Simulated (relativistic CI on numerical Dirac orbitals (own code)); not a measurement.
# Transition arrays of Yb30+

These numbers are calculated, not measured: Dirac-Coulomb-Breit CI, KLI orbitals optimised for each configuration, a model potential for QED, valence Slater integrals scaled by 0.9, whole transition arrays (own radial code, finite nucleus).

Configurations in the expansion (outside the closed core [Ar] 3d10 4s2): 4p⁶4d⁴, 4p⁶4d³4f, 4p⁵4d⁵, 4p⁶4d³5p, 4p⁶4d³5f. Levels of other configurations are missing.

All E1 lines from the levels of 4p⁶4d⁴; mean and standard deviation are weighted by gf, and upper levels are sorted by their leading configuration.

| Upper configuration | Lines | Σgf | Mean (eV) | Mean (nm) | σ (eV) | Strongest line (nm) |
| --- | --- | --- | --- | --- | --- | --- |
| 4p⁶4d³4f | 3084 | 450.2 | 202.90 | 6.110 | 12.87 | 5.847 |
| 4p⁵4d⁵ | 2986 | 589.9 | 224.53 | 5.522 | 16.20 | 5.660 |
| 4p⁶4d³5p | 1718 | 81.6 | 419.36 | 2.956 | 7.85 | 2.928 |
| 4p⁶4d³5f | 2825 | 253.5 | 574.44 | 2.158 | 6.71 | 2.170 |

Σgf per state of the lower configuration in bins of 0.2 nm over the central range (centre: value): 2.1: 1.19, 2.3: 0.02, 2.9: 0.28, 3.1: 0.11, 5.1: 0.18, 5.3: 1.12, 5.5: 0.72, 5.7: 0.69, 5.9: 1.18, 6.1: 0.20, 6.3: 0.19, 6.5: 0.19, 6.7: 0.15, 6.9: 0.10, 7.1: 0.04.

(1) How do configuration mixing and the scaling of the Slater integrals move the arrays?

Results:

(1) Slater scale 0.9, no configuration mixing: 4p⁶4d³4f 198.4 ± 8.8 eV (Σgf 443.3), 4p⁵4d⁵ 202.1 ± 27.0 eV (Σgf 519.9), 4p⁶4d³5p 419.6 ± 7.8 eV (Σgf 89.8), 4p⁶4d³5f 574.4 ± 6.7 eV (Σgf 249.9); Slater scale 1: 4p⁶4d³4f 207.1 ± 14.0 eV (Σgf 438.1), 4p⁵4d⁵ 226.8 ± 16.5 eV (Σgf 619.4), 4p⁶4d³5p 419.4 ± 8.0 eV (Σgf 80.7), 4p⁶4d³5f 574.5 ± 6.9 eV (Σgf 253.9); Slater scale 0.8: 4p⁶4d³4f 199.9 ± 11.8 eV (Σgf 468.8), 4p⁵4d⁵ 221.6 ± 17.0 eV (Σgf 554.0), 4p⁶4d³5p 419.3 ± 7.7 eV (Σgf 82.6), 4p⁶4d³5f 574.4 ± 6.5 eV (Σgf 253.1). With mixing, levels are counted to their leading configuration, so an array can shrink or vanish into another, and the sums then hold other lines.
